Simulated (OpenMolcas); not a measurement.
**Computed transition rates of C III**

```json
{
 "Program": "OpenMolcas 26.06",
 "Method": "RASSCF",
 "Basis": "ANO-RCC-VTZP [4s3p2d1f]",
 "Scalar Hamiltonian": "DKH2, point nucleus",
 "Active space": "2 electrons in 9 orbitals (RAS2 2s 2p; RAS3 3d, at most 2 electrons)",
 "State averaging": "2S+1 = 3 even, 3 roots; 2S+1 = 1 even, 7 roots; 2S+1 = 3 odd, 3 roots; 2S+1 = 1 odd, 3 roots",
 "Spin-orbit coupling": "RASSI with atomic mean-field integrals over the reference wave functions, term energies averaged over their components"
}
```

Rates come from the transition moments of the reference wave functions (E1 and E2 in the length form). At fixed line strength A goes as λ^-3 for E1 and M1 and as λ^-5 for E2, so a rate at the computed wavelength can be rescaled to the measured one. Measured vacuum wavelengths follow from level energies in Moore, Selected Tables of Atomic Spectra, NSRDS-NBS 3, section 3. Branching counts decays inside the model space alone, at computed energies, and the table is only a selection of the E1 lines, drawn from those between levels with measured partners whose computed energy lies within a factor of 1.5 of the measured one.

| Upper | Lower | Type | λ computed (nm) | λ measured (nm) | A computed (s-1) | A rescaled (s-1) | Branching % |
| --- | --- | --- | --- | --- | --- | --- | --- |
| 2p² ¹D₂ | 2s 2p ¹P°₁ | E1 | 232.4 | 229.8 | 1.35e+08 | 1.40e+08 | 100.0 |
| 2s 2p ³P°₁ | 2s² ¹S₀ | E1 | 192 | 190.9 | 8.72e+01 |  | 100.0 |
| 2p² ¹S₀ | 2s 2p ¹P°₁ | E1 | 116.8 | 124.7 | 2.26e+09 | 1.86e+09 | 100.0 |
| 2p² ³P₁ | 2s 2p ³P°₂ | E1 | 116 | 117.6 | 5.77e+08 | 5.54e+08 | 41.6 |
| 2p² ³P₀ | 2s 2p ³P°₁ | E1 | 116 | 117.6 | 1.39e+09 | 1.33e+09 | 100.0 |
| 2p² ³P₂ | 2s 2p ³P°₂ | E1 | 116 | 117.6 | 1.04e+09 | 9.98e+08 | 75.0 |
| 2p² ³P₁ | 2s 2p ³P°₁ | E1 | 116 | 117.6 | 3.47e+08 | 3.33e+08 | 25.0 |
| 2p² ³P₁ | 2s 2p ³P°₀ | E1 | 115.9 | 117.5 | 4.63e+08 | 4.44e+08 | 33.4 |
| 2p² ³P₂ | 2s 2p ³P°₁ | E1 | 115.9 | 117.5 | 3.47e+08 | 3.33e+08 | 25.0 |
| 2s 2p ¹P°₁ | 2s² ¹S₀ | E1 | 95.35 | 97.7 | 1.88e+09 | 1.75e+09 | 100.0 |

Spin-changing lines and M1 lines between different terms are not rescaled, since their strength hangs on the term gaps too.

The largest correction is for 2p² ¹S₀ → 2s 2p ¹P°₁ (E1): 2.26e+09 × (116.8 / 124.7)^3 = 1.86e+09 s-1, a factor of 0.82.

The computed rate and branching of 2s 2p ¹P°₁ → 2s² ¹S₀ give the upper level a radiative lifetime of 1.000 / 1.88e+09 s-1 = 5.32e-10 s, counting decays inside the model space alone. The rescaled rate gives about 5.7e-10 s.

No measured rate stands beside these. Rescaling mends the energy factor alone: line strengths can still be far off where a level mixes with configurations outside the active space, and weak or spin-changing lines hang on small mixing coefficients that depend on the term gaps too, so rescaling need not improve them.

Active for correlation alone: 3d; no level in the range computed is led by a configuration that fills it, so any true level of that kind is missing. Computed and measured levels are paired by configuration, term and J; levels that our copy of the source lacks, or whose pairing is in doubt (as where it misses far off the trend of its configuration), stay unpaired. Levels of configurations outside the active space are missing.

° marks odd parity.
